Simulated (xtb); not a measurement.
C4H11O2, charge +1, singlet, from a rough starting geometry; GFN2-xTB (xtb 6.7.1).

The xtb input:
```
$ xtb mol.xyz --gfn 2 --chrg 1 --opt vtight --json

# file mol.xyz
17

C     -2.80941583    -0.32571980    -0.27114888
O     -1.61868640    -1.00289211     0.21979777
C     -0.63653973    -0.11556933     0.65461029
C      0.35697978     0.17522045    -0.57328616
O      1.56117984     0.84871353    -0.15223158
C      2.55800857    -0.03736280     0.37461700
H     -3.13594683     0.40474609     0.41256473
H     -3.52333666    -1.10518248    -0.45972352
H     -2.56029124     0.18252808    -1.20904738
H     -0.11429821    -0.72932630     1.41285383
H     -0.94806168     0.80355414     1.00568217
H     -0.13459215     0.80820872    -1.31861333
H      0.52157010    -0.77087494    -1.09010411
H      1.96028382     1.26751561    -0.92730254
H      3.40764914     0.58262439     0.69814472
H      2.17824092    -0.52841384     1.27555378
H      2.90845938    -0.76957470    -0.36523542
```

Problem. Write the output that xtb gives for this input, abridged.

Solution. 
```
   ID    Z sym.   atoms
    1    6 C      1, 3, 4, 6
    2    8 O      2, 5
    3    1 H      7-17

           -------------------------------------------------
          |                Calculation Setup                |
           -------------------------------------------------

           -------------------------------------------------
          |                 G F N 2 - x T B                 |
           -------------------------------------------------

          ...................................................
          :                      SETUP                      :
          :.................................................:
          :  # basis functions                  35          :
          :  # atomic orbitals                  35          :
          :  # shells                           23          :
          :  # electrons                        38          :
          :  max. iterations                   250          :
          :  Hamiltonian                  GFN2-xTB          :
          :  restarted?                      false          :
          :  GBSA solvation                  false          :
          :  PC potential                    false          :
          :  electronic temp.          300.0000000     K    :
          :  accuracy                    1.0000000          :
          :  -> integral cutoff          0.2500000E+02      :
          :  -> integral neglect         0.1000000E-07      :
          :  -> SCF convergence          0.1000000E-05 Eh   :
          :  -> wf. convergence          0.1000000E-03 e    :
          :  Broyden damping             0.4000000          :
          :  net charge                          1          :
          :  unpaired electrons                  0          :
          ...................................................

 iter      E             dE          RMSdq      gap      omega  full diag
   1    -21.9912641 -0.219913E+02  0.411E+00    9.86       0.0  T
   2    -22.0262217 -0.349577E-01  0.249E+00    8.15       1.0  T
   3    -22.0284368 -0.221509E-02  0.788E-01    7.35       1.0  T
   4    -22.0288203 -0.383506E-03  0.168E-01    7.25       1.0  T
   5    -22.0289170 -0.966205E-04  0.781E-02    7.34       1.0  T
   6    -22.0289232 -0.625037E-05  0.244E-02    7.37       1.0  T
   7    -22.0289239 -0.724426E-06  0.617E-03    7.38       3.9  T
   8    -22.0289240 -0.507925E-07  0.139E-03    7.37      17.4  T
   9    -22.0289240 -0.334009E-08  0.557E-04    7.37      43.5  T
  10    -22.0289240 -0.438661E-09  0.142E-04    7.37     170.2  T

   *** convergence criteria satisfied after 10 iterations ***

         :::::::::::::::::::::::::::::::::::::::::::::::::::::
         ::                     SUMMARY                     ::
         :::::::::::::::::::::::::::::::::::::::::::::::::::::
         :: total energy             -21.800817420103 Eh    ::
         :: gradient norm              0.105609226408 Eh/a0 ::
         :: HOMO-LUMO gap              7.374109658013 eV    ::
         ::.................................................::
         :: SCC energy               -22.028926992223 Eh    ::
         :: -> isotropic ES            0.118304668392 Eh    ::
         :: -> anisotropic ES         -0.000684947796 Eh    ::
         :: -> anisotropic XC          0.007574591319 Eh    ::
         :: -> dispersion             -0.007261642085 Eh    ::
         :: repulsion energy           0.228109572120 Eh    ::
         :: add. restraining           0.000000000000 Eh    ::
         :: total charge               1.000000000000 e     ::
         :::::::::::::::::::::::::::::::::::::::::::::::::::::

      -----------------------------------------------------------
     |                   =====================                   |
     |                        A N C O P T                        |
     |                   =====================                   |
     |               Approximate Normal Coordinate               |
[...]
 * total energy  :   -21.8186422 Eh     change       -0.9463799E-04 Eh
 * total energy  :   -21.8188228 Eh     change       -0.1805926E-03 Eh
 * total energy  :   -21.8189007 Eh     change       -0.7786292E-04 Eh
 * total energy  :   -21.8189349 Eh     change       -0.3415683E-04 Eh
 * total energy  :   -21.8189658 Eh     change       -0.3090982E-04 Eh
 * total energy  :   -21.8189803 Eh     change       -0.1453957E-04 Eh
 * total energy  :   -21.8189859 Eh     change       -0.5551773E-05 Eh
 * total energy  :   -21.8189882 Eh     change       -0.2362895E-05 Eh
 * total energy  :   -21.8189896 Eh     change       -0.1371838E-05 Eh
 * total energy  :   -21.8189904 Eh     change       -0.8325503E-06 Eh
 * total energy  :   -21.8189906 Eh     change       -0.2105351E-06 Eh
 * total energy  :   -21.8189907 Eh     change       -0.3997247E-07 Eh
   *** GEOMETRY OPTIMIZATION CONVERGED AFTER 78 ITERATIONS ***
         :: total energy             -21.818990669060 Eh    ::
[...]
       ...                                ...                  ...
        35                          0.1248895               3.3984
      -------------------------------------------------------------
                  HL-Gap            0.2553986 Eh            6.9497 eV
             Fermi-level           -0.4257922 Eh          -11.5864 eV

     #   Z          covCN         q      C6AA      α(0)
     1   6 C        3.643     0.017    20.633     6.530
     2   8 O        1.700    -0.303    19.045     5.892
     3   6 C        3.693     0.059    19.759     6.360
     4   6 C        3.671     0.018    20.513     6.492
     5   8 O        2.489    -0.101    15.824     5.372
     6   6 C        3.625    -0.039    21.730     6.717
     7   1 H        0.924     0.059     2.215     2.327
     8   1 H        0.925     0.088     1.896     2.153
     9   1 H        0.924     0.041     2.436     2.441
    10   1 H        0.924     0.093     1.853     2.129
    11   1 H        0.924     0.084     1.943     2.180
    12   1 H        0.924     0.111     1.690     2.033
    13   1 H        0.924     0.106     1.735     2.060
    14   1 H        0.803     0.377     0.530     1.144
    15   1 H        0.925     0.126     1.563     1.955
    16   1 H        0.924     0.160     1.326     1.801
    17   1 H        0.925     0.106     1.730     2.057

 Mol. C6AA /au·bohr⁶  :       1653.294868
 Mol. C8AA /au·bohr⁸  :      33985.939311
 Mol. α(0) /au        :         59.641459

Wiberg/Mayer (AO) data.
largest (>0.10) Wiberg bond orders for each atom

 ---------------------------------------------------------------------------
     #   Z sym  total        # sym  WBO       # sym  WBO       # sym  WBO
 ---------------------------------------------------------------------------
     1   6 C    3.930 --     9 H    0.980     7 H    0.978     8 H    0.976
                             2 O    0.972
     2   8 O    2.092 --     3 C    1.014     1 C    0.972
     3   6 C    3.953 --     2 O    1.014     4 C    0.990    10 H    0.957
                            11 H    0.954
     4   6 C    3.843 --     3 C    0.990    12 H    0.965    13 H    0.965
                             5 O    0.858
     5   8 O    2.614 --     6 C    0.882     4 C    0.858    14 H    0.834
     6   6 C    3.813 --    17 H    0.977    15 H    0.968    16 H    0.953
                             5 O    0.882
     7   1 H    0.997 --     1 C    0.978
     8   1 H    0.992 --     1 C    0.976
     9   1 H    0.998 --     1 C    0.980
    10   1 H    0.991 --     3 C    0.957
    11   1 H    0.993 --     3 C    0.954
    12   1 H    0.988 --     4 C    0.965
    13   1 H    0.989 --     4 C    0.965
    14   1 H    0.858 --     5 O    0.834
    15   1 H    0.984 --     6 C    0.968
    16   1 H    0.974 --     6 C    0.953
    17   1 H    0.989 --     6 C    0.977
 ---------------------------------------------------------------------------

Topologies differ in total number of bonds
Writing topology from bond orders to xtbtopo.mol

molecular dipole:
                 x           y           z       tot (Debye)
 q only:        2.032       0.794      -0.694
   full:        2.174       1.038      -1.013       6.642
molecular quadrupole (traceless):
                xx          xy          yy          xz          yz          zz
 q only:       11.116       2.365      -2.339      -1.266      -1.381      -8.777
  q+dip:       12.109       3.015      -4.153      -2.940      -0.963      -7.955
   full:       12.368       3.125      -3.542      -2.472      -1.246      -8.826

optimized geometry written to: xtbopt.xyz

           -------------------------------------------------
          | TOTAL ENERGY              -21.818990669060 Eh   |
          | GRADIENT NORM               0.000050715530 Eh/α |
          | HOMO-LUMO GAP               6.949748516058 eV   |
           -------------------------------------------------

normal termination of xtb
```
